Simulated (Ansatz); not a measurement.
In4P4H16, a cluster cut from zinc blende InP (hydrogen-capped). Total charge 0; singlet. Geometry PBE-D4/def2-SVP, basis def2-TZVP, Ansatz.

| atom | x (Å) | y (Å) | z (Å) |
| --- | --- | --- | --- |
| In1 | -1.1494 | 0.7291 | 2.7284 |
| In2 | 1.1393 | -2.8208 | -0.1415 |
| In3 | 2.2871 | 1.9345 | -0.5684 |
| In4 | -2.2728 | 0.1666 | -2.0181 |
| P5 | 0.8871 | 2.0625 | 1.6790 |
| P6 | 2.6596 | -0.6900 | -0.5595 |
| P7 | -2.6616 | 0.6895 | 0.5514 |
| P8 | -0.8880 | -2.0673 | -1.6742 |
| H9 | -1.9254 | 1.8369 | 3.8216 |
| H10 | -0.6028 | -0.8938 | 2.9819 |
| H11 | 1.9131 | -4.1266 | -0.9903 |
| H12 | 0.5863 | -2.7230 | 1.4959 |
| H13 | 3.8368 | 2.6307 | -0.1969 |
| H14 | 1.1878 | 2.2779 | -1.8606 |
| H15 | -1.1617 | 1.3565 | -2.6065 |
| H16 | -3.8204 | -0.3288 | -2.6375 |
| H17 | 1.8662 | 2.0867 | 2.7249 |
| H18 | 0.5205 | 3.4435 | 1.7852 |
| H19 | 3.7979 | -0.9003 | 0.2848 |
| H20 | 3.3378 | -0.9533 | -1.7939 |
| H21 | -3.7940 | -0.1050 | 0.9247 |
| H22 | -3.3518 | 1.9451 | 0.5543 |
| H23 | -1.8732 | -3.0901 | -1.4835 |
| H24 | -0.5184 | -2.4606 | -3.0015 |

| run | HOMO (eV) | LUMO (eV) |
| --- | --- | --- |
| A | -6.32 | -1.63 |
| B | -7.34 | -0.91 |
| C | -8.28 | -0.19 |
| D | -6.56 | -1.36 |
| E | -6.67 | -1.54 |

In the def2 sets In takes a core potential; there is no spin–orbit coupling.

Question: The runs used B97M-V, BHLYP, PBE, PBE0, r2SCAN. Estimate which is which.

Answer: A PBE (0 % exact exchange); B PBE0 (25 % exact exchange); C BHLYP (50 % exact exchange); D r2SCAN (0 % exact exchange); E B97M-V (0 % exact exchange). Exact exchange lowers occupied and raises empty levels; among semilocal functionals meta-GGAs tend to open the gap a little, and such runs are hard to tell apart. The gap grows from 4.68 eV (PBE) to 8.08 eV (BHLYP).
